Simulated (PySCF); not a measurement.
C4H9O, SMILES C(=[OH+])(C)CC, charge +1.

Geometry: PBE0-D3(BJ)/def2-SVP. The isomer is the one that the SMILES or the coordinates give; other isomers of the formula were not compared. One conformer was computed; it need not be the lowest.

Two levels are set side by side: TDA-PBE/def2-SVPD (PySCF) and TDA-ωB97X/def2-SVPD (PySCF). Vertical, same geometry. The lowest singlet is HOMO→LUMO 95 % with PBE and HOMO−1→LUMO 71 %, HOMO−5→LUMO 17 % with the other functional; states are paired by order. Differences are taken from unrounded values.

```json
[
 {"quantity": "lowest singlet excitation (eV)", "TDA-ωB97X": "6.32"},
 {"quantity": "lowest triplet excitation (TDA) (eV)", "TDA-ωB97X": "5.75"},
 {"quantity": "first bright state (f over 0.05) (eV)", "TDA-ωB97X": "7.69"},
 {"quantity": "its oscillator strength", "TDA-ωB97X": "0.12"}
]
```

What does TDA-PBE give, and how far is it from TDA-ωB97X? (An estimate is asked for; the answer gives what the named calculation found.)


```json
[
 {"quantity": "lowest singlet excitation (eV)", "TDA-PBE": "4.96", "TDA-PBE minus TDA-ωB97X": "-1.36"},
 {"quantity": "lowest triplet excitation (TDA) (eV)", "TDA-PBE": "4.75", "TDA-PBE minus TDA-ωB97X": "-1.00"},
 {"quantity": "first bright state (f over 0.05) (eV)", "TDA-PBE": "6.95", "TDA-PBE minus TDA-ωB97X": "-0.75"},
 {"quantity": "its oscillator strength", "TDA-PBE": "0.20", "TDA-PBE minus TDA-ωB97X": "0.08"}
]
```

Functionals without exact exchange tend to place singlet excitations lower, as here. Differences between two approximate levels are no errors against the true value.

Rough cost on one machine, each run with all the roots and properties that it gave: TDA-ωB97X against TDA-PBE about 5 times.
